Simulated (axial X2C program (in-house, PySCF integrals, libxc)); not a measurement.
## Correcting the dissociation energy of GeS⁺ for spin–orbit coupling

A spin-free PBE0 curve (one-electron X2C) was computed with an in-house all-electron X2C program for linear molecules (integrals from PySCF), basis Ge dyall-cv3z [9s9p7d4f1g], S dyall-av3z [9s8p3d2f] (cores contracted in-house), for the state M_S = 1/2, Λ = 1 (beyond evenly filled blocks: π+α, π+β, π-α). It gives D0 = 3.516 eV to Ge+ + S, which in a spin-free picture are the weighted means of the ground terms.

Measured levels of the ground terms (NIST Handbook of Basic Atomic Spectroscopic Data), in cm⁻¹: Ge+ 2P: J = 1/2 at 0, J = 3/2 at 1767.4; S 3P: J = 2 at 0, J = 1 at 396.1, J = 0 at 573.6.

The two components of the molecular doublet are 524 cm⁻¹ apart in the PBE0 2c search (Ω = 3/2 lower), so the lower one lies 262 cm⁻¹ under their mean.

**Question.** How far does each ground level lie under the (2J+1)-weighted mean of its term?

**Answer.** Ge+: (2 × 0 + 4 × 1767.4)/6 = 1178 cm⁻¹; S: (5 × 0 + 3 × 396.1 + 1 × 573.6)/9 = 196 cm⁻¹.

**Question.** Correct D0.

**Answer.** D0 = 3.516 + (262 − 1374)/8065.5 = 3.378 eV at PBE0 with these spin–orbit terms.

Second-order spin–orbit effects in the molecule, which grow quickly with Z, are left out. One determinant describes the state; a PBE0 search over occupations chose it and may have missed a lower one. Dissociation energies refer to the lowest single-determinant-based atoms at the same level and basis. Without a current term, density functionals place determinants with orbital angular momentum somewhat too high.
